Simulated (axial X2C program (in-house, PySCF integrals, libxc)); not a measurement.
## What spin–orbit coupling does to CoTe⁺

Computed with an axial X2C code built on PySCF integrals. Spin-free means the one-electron spin-free X2C Hamiltonian; two-component (2c) means X2C with spin–orbit coupling and atomic mean-field two-electron Coulomb and Gaunt terms, so the difference of the two also holds small scalar two-electron terms. Basis: Te dyall-cv3z [11s12p8d4f1g], Co dyall-cv3z [9s10p6d3f2g] (cores contracted in-house); Gaussian nuclei, density fitting, unrestricted open shells. Masses: Te 129.906 u, Co 58.933 u.

Spin-free state: M_S = 2, Λ = 2 (beyond evenly filled blocks: σα, π+α, π-α, δ+α, δ+β, δ-α); fragments Te + Co+.

```tsv
level	Re (Å)	ωe (cm⁻¹)	De (eV)	μ (D)
PBE0	2.385	264.3	2.774	4.81
TPSSh	2.368	272.8	2.970	4.84
```

Dipoles are positive if Co is the positive end and refer to the centre of mass.

Two-component determinant lowest at the distance of the search:

Ω = 4 (⟨Sz⟩ = 1.98, ⟨Lz⟩ = 2.02 at PBE0); fragments Te + Co+.

| level | Re (Å) | ωe (cm⁻¹) | μ (D) |
| --- | --- | --- | --- |
| PBE0 | 2.389 | 261.1 | 4.80 |
| TPSSh | 2.371 | 270.5 | 4.85 |

(1) From the two tables, how do the constants change at the PBE0 level (2c against spin-free)?

One determinant describes the state; a PBE0 search over occupations chose it and may have missed a lower one. De is counted from the lowest determinant-based energies of the atoms at the same level, without counterpoise correction. De is not given where an atomic determinant may have missed its ground term or J level, or where the truncated virtual space spoils (T). Density functionals use the spin component along the axis (collinear). PBE0 can misorder states that lie within some tenths of an eV, so this need not be the ground state of the molecule. The nearest other spin-free determinant of the search, M_S = 2, Λ = 3, lies 0.48 eV up at the distance of the search. Without a current term, density functionals place determinants with orbital angular momentum somewhat too high. With several unpaired electrons one determinant need not be a pure state. Open-shell Ω = 0 determinants with evenly filled partner blocks cannot be reached by this program, so the Ω shown need not be the lowest component.

## Answers

(1) At the PBE0 level Re goes up by 0.004 Å and ωe drops by 3.2 cm⁻¹.
